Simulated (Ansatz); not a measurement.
Basis sets compared for Cu₃O₂. Total charge 0; doublet. Geometry B3LYP-D4/def2-SVP. Ansatz on 4 threads of AMD EPYC 9R45 on a shared host; times are rough, and most runs start from earlier orbitals.

```xyz
5

Cu    0.124    0.954    0.872
Cu    0.629   -1.127   -0.147
Cu   -1.346    0.328   -1.334
O    -1.150   -0.423    0.291
O     1.744    0.268    0.318
```

Another isomer (doublet) lies 0.13 eV lower at PBE0-D4/def2-TZVP; other spin states weren't run for this one.

Binding counts from free atoms (Cu doublet, O triplet) in the same basis, without a counterpoise term.

```tsv
level	functions	energy (Eh)	HOMO (eV)	LUMO (eV)	binding per atom (eV)	wall time
PBE-D4/def2-SVP	121	-5070.2769	-3.94	-3.58	2.85	1.3 s
PBE0-D4/def2-SVP	121	-5070.2480	-5.19	-2.58	2.35	2.4 s
```

Estimate the rows for PBE-D4/def2-TZVP (with forces), PBE0-D4/def2-TZVP.


```json
{"level": "PBE-D4/def2-TZVP (with forces)", "functions": "197", "energy (Eh)": "-5071.2120", "HOMO (eV)": "-4.54", "LUMO (eV)": "-4.05", "binding per atom (eV)": "2.50", "wall time": "2.2 s"}
{"level": "PBE0-D4/def2-TZVP", "functions": "197", "energy (Eh)": "-5071.1569", "HOMO (eV)": "-5.76", "LUMO (eV)": "-2.99", "binding per atom (eV)": "2.11", "wall time": "4.7 s"}
```
